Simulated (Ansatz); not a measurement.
Pulling on the O3–H4 bond in H2OSn (SMILES [OH][SnH]) (multiplicity 1 held, fragments rigid). Energies count from the point at 0.963 Å.
Geometry at that point (charge 0, multiplicity 1):
```json
[
 {"atom": "Sn", "x (Å)": "-0.1839", "y (Å)": "-0.1503", "z (Å)": "0.1953"},
 {"atom": "H", "x (Å)": "-1.4552", "y (Å)": "0.0147", "z (Å)": "-1.0721"},
 {"atom": "O", "x (Å)": "1.2153", "y (Å)": "0.7994", "z (Å)": "-0.8693"},
 {"atom": "H", "x (Å)": "0.9260", "y (Å)": "1.1031", "z (Å)": "-1.7363"}
]
```

Signs of static correlation in def2-TZVPP, with CASSCF(4,3), from Ansatz (a quantum-chemistry and plane-wave program) runs.

| R (Å) | T1 of restricted CCSD | ⟨S²⟩ of UHF | largest double amplitude of restricted CCSD | weight of the CASSCF reference in MRCISD | CASSCF natural occupations |
|---|---|---|---|---|---|
| 0.771 | 0.017 | 0.000 | 0.065 | 0.910 | 2.00 1.99 0.01 |
| 0.867 | 0.018 | 0.000 | 0.064 | 0.909 | 2.00 1.99 0.01 |
| 0.963 | 0.019 | 0.000 | 0.063 | 0.908 | 2.00 1.98 0.02 |
| 1.059 | 0.020 | 0.000 | 0.063 | 0.907 | 2.00 1.97 0.03 |
| 1.156 | 0.021 | 0.000 | 0.062 | 0.906 | 2.00 1.96 0.04 |
| 1.300 | 0.023 | 0.000 | 0.061 | 0.905 | 2.00 1.93 0.07 |
| 1.445 | 0.025 | 0.348 | 0.060 | 0.904 | 2.00 1.88 0.12 |
| 1.685 | 0.029 | [?] | 0.084 | 0.904 | 2.00 1.76 0.24 |
| 1.926 | 0.035 | 0.912 | 0.195 | 0.904 | 2.00 1.60 0.40 |
| 2.215 | 0.043 | 0.979 | [?] | 0.904 | 2.00 1.41 0.59 |
| 2.600 | 0.056 | 1.007 | 0.425 | 0.904 | 2.00 1.22 0.78 |
| 3.082 | 0.070 | 1.015 | 0.606 | 0.904 | 2.00 1.10 0.90 |

Q: What belongs in the gaps?

A: 
- 1.685, ⟨S²⟩ of UHF: 0.760
- 2.215, largest double amplitude of restricted CCSD: 0.226

Doubts at one or more of the structures used: active orbitals that take no part (SC-NEVPT2 on CASSCF(4,3)/def2-TZVPP); a restricted determinant that unrestricted orbitals would lower (R-CCSD(T)/def2-TZVPP); other coupled-cluster roots lie near (R-CCSD(T)/def2-TZVPP); T1 above 0.05 (R-CCSD(T)/def2-TZVPP, U-CCSD(T)/def2-TZVPP); a spin-contaminated determinant (U-CCSD(T)/def2-TZVPP).
